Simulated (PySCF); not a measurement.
FH7OSi3, SMILES [SiH3][Si@@H](F)[SiH2]O. Coordinates come from a PBE-D3(BJ)/def2-SVP optimisation. The structure was generated by enumeration; whether it is a known compound was not checked. One conformer was computed; it need not be the lowest.

**Question.** Give the equilibrium geometry at PBE-D3(BJ)/def2-SVP (PySCF confirms it by a frequency run) as Cartesian coordinates in Å. (Estimate from the structure and the level; the computed values follow.)

**Answer.** This is not unique; one that fits is 
```xyz
12

O     -0.1865     2.2099     0.1236
Si    -1.4210     1.0668     0.3046
Si    -0.2628    -0.9699     0.0696
F      0.1396    -1.5849     1.5508
Si     1.6910    -0.5080    -1.1605
H     -0.4607     3.1431     0.1615
H     -2.1303     1.1904     1.6319
H     -2.4671     1.1952    -0.7806
H     -1.1198    -1.9952    -0.6296
H      2.5681     0.4444    -0.3986
H      2.4672    -1.7636    -1.4588
H      1.2768     0.1247    -2.4632
```
Charge 0, spin multiplicity 1.
